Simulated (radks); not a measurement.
Task: These are the eigenvalues of the occupied orbitals of an atom or ion with whole-number occupations (eV). Calculated with a radial shooting solver on a logarithmic mesh with Libxc functionals: scalar-relativistic Kohn-Sham, PBE, spin-polarised, spherical densities, finite nucleus; Fermi nuclear charge, rms radius of each element as measured or else 0.836 A^(1/3) + 0.57 fm.

| orbital | eigenvalue |
|---|---|
| 1s | -19089.52 |
| 2s | -2904.555 |
| 2p | -2623.847 |
| 3s | -702.4234 |
| 3p | -610.1769 |
| 3d | -459.8245 |

Which element is it, and in what charge state? The configuration may be excited. Open shells, if any, are filled with parallel spins first.

Result: Z = 41, niobium, charge +13: Nb13+ in [Ar] 3d10. The list shows which subshells hold electrons but not how many an open one holds; the 1s level, -701.53 hartree, gives Z - s = 37.5 by -(Z - s)^2/2, which with screening and relativity narrows Z to a few neighbours, and the depths of the outer levels then fix element, charge and occupations together.
